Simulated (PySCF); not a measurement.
A side-by-side comparison of computed properties.

First species: C4H7ClSi.
Numbering: `[Cl:1][CH2:2]/[CH:3]=[C:4]1/[CH2:5][SiH2:6]1` (hydrogens: H7, H8 on C2; H9 on C3; H10, H11 on C5; H12, H13 on Si6)

Second species: C₄H₇ClSi.
SMILES: `ClC/C=C1\C[SiH2]1`

Levels: CAM-B3LYP/def2-SVPD for dipole moment, HOMO energy, LUMO energy, HOMO–LUMO gap, static isotropic polarisability and electronic spatial extent ⟨r²⟩ about the centre of nuclear charge; TDDFT CAM-B3LYP/def2-SVPD for lowest singlet excitation; TDA CAM-B3LYP/def2-SVPD for lowest triplet excitation (Tamm–Dancoff); GFN2-xTB for rotational constant A and rotational constant C. Geometries: GFN2-xTB. All species are isolated and taken at one optimised geometry, non-relativistic unless stated. Electronic properties by PySCF.

The conformers computed, where there is a choice (atom-mapped SMILES and torsion angles):
- `[Cl:1][CH2:2]/[CH:3]=[C:4]1/[CH2:5][SiH2:6]1`: Cl1–C2–C3–C4 108°
- `[Cl:1][CH2:2]/[CH:3]=[C:4]1\[CH2:5][SiH2:6]1`: Cl1–C2–C3–C4 -112°

Values for the first species:

| Item | Value |
| --- | --- |
| Dipole moment | 2.45 D |
| HOMO energy | -8.80 eV |
| LUMO energy | 0.22 eV |
| HOMO–LUMO gap | 9.02 eV |
| Lowest singlet excitation | 5.21 eV |
| Lowest triplet excitation (Tamm–Dancoff) | 3.95 eV |
| Static isotropic polarisability | 92.7 au |
| Electronic spatial extent ⟨r²⟩ about the centre of nuclear charge | 1255 bohr² |
| Rotational constant A | 5.649 GHz |
| Rotational constant C | 0.898 GHz |

(1) Estimate the same properties for the second species, and the change in each.

Results:

(1) 
| property | first | second | second less first |
| --- | --- | --- | --- |
| dipole moment | 2.45 D | 2.49 D | +0.04 D |
| HOMO energy | -8.80 eV | -8.70 eV | +0.10 eV |
| LUMO energy | 0.22 eV | 0.22 eV | 0.00 eV |
| HOMO–LUMO gap | 9.02 eV | 8.92 eV | -0.10 eV |
| lowest singlet excitation | 5.21 eV | 5.18 eV | -0.03 eV |
| lowest triplet excitation (Tamm–Dancoff) | 3.95 eV | 3.97 eV | +0.02 eV |
| static isotropic polarisability | 92.7 au | 93.0 au | +0.3 au |
| electronic spatial extent ⟨r²⟩ about the centre of nuclear charge | 1255 bohr² | 1306 bohr² | +51 bohr² |
| rotational constant A | 5.649 GHz | 7.489 GHz | +1.840 GHz |
| rotational constant C | 0.898 GHz | 0.855 GHz | -0.043 GHz |

On the first: The vertical singlet–triplet gap S1 − T1 is 1.26 eV (TDDFT singlet less Tamm–Dancoff triplet; S1: HOMO→LUMO, weight 0.88; T1: HOMO−1→LUMO, weight 0.79). The dipole equals about 8.2 × 10⁻³⁰ C·m (1 D = 3.33564 × 10⁻³⁰ C·m).

On the second: The principal polarisabilities are 73.0, 77.3 and 128.8 au; their mean is the isotropic value. In atomic units the dipole is 0.98 e·bohr (1 au = 2.5417 D).
